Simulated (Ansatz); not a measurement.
`BBC(=N)O` + H₂ → `BBC=N` + H₂O  (hydrogenolysis of a C–O bond)

Computed with Ansatz on PBE0-D4/def2-TZVP structures; ΔE is electronic, products minus reactants. CBS: MP2 limit from def2 TZ/QZ plus the TZ coupled-cluster correction, frozen cores. This one scheme is used for every species. Functionals use def2-TZVPP. B3LYP here is the variant with VWN-RPA as its local correlation; programs differ in this. HSE06 is defined as in plane-wave codes. Each species was taken in one conformer, which may not be the lowest.

(1) Is it downhill or uphill in electronic energy at CCSD(T)/CBS, and by how much? (An estimate is asked.)

(2) What do these levels give: revPBE-D4, r2SCAN-D4, B97M-V, PBE0-D4, B3LYP-D4, HSE06-D4, revPBE, BHLYP, RPA@PBE/def2-TZVPP, CCSD(T)/def2-SVP, CCSD/def2-TZVPP, CCSD(T)/def2-TZVPP? (An estimate is asked.)

(3) What do rigid-rotor, harmonic-oscillator terms from PBE0-D4/def2-TZVP frequencies (298.15 K, 1 bar) make of the CCSD(T)/CBS value? (Best estimate.)

Largest T1 diagnostic among the species: 0.015.

## Answers

(1) Computed: Downhill: ΔE = -9.2 kcal/mol.

(2) Computed: revPBE-D4 -4.8, r2SCAN-D4 -4.9, B97M-V -6.8, PBE0-D4 -6.4, B3LYP-D4 -6.3, HSE06-D4 -6.4, revPBE -6.9, BHLYP -8.1, RPA@PBE/def2-TZVPP -7.6, CCSD(T)/def2-SVP -4.2, CCSD/def2-TZVPP -9.2, CCSD(T)/def2-TZVPP -8.1 kcal/mol.

(3) Ansatz gave: ΔZPE = +3.9 kcal/mol, ΔH = -5.5 kcal/mol, ΔS = 32 J/(mol·K), ΔG = -7.8 kcal/mol. Modes under 50 cm⁻¹ make the entropy rough.

At CCSD(T), def2-SVP lies +5.0 kcal/mol from the extrapolated value and def2-TZVPP +1.1 kcal/mol. In def2-TZVPP, CCSD(T) changes the Hartree–Fock value by +1.4 kcal/mol (the triples alone add +1.0 kcal/mol) and MP2 by +2.3 kcal/mol. The D4 term adds +1.1 kcal/mol with B3LYP and +0.6 kcal/mol with PBE0; it sums over pairs of atoms, weighted by their polarisabilities, and B3LYP, whose exchange is more repulsive, gets the larger term.
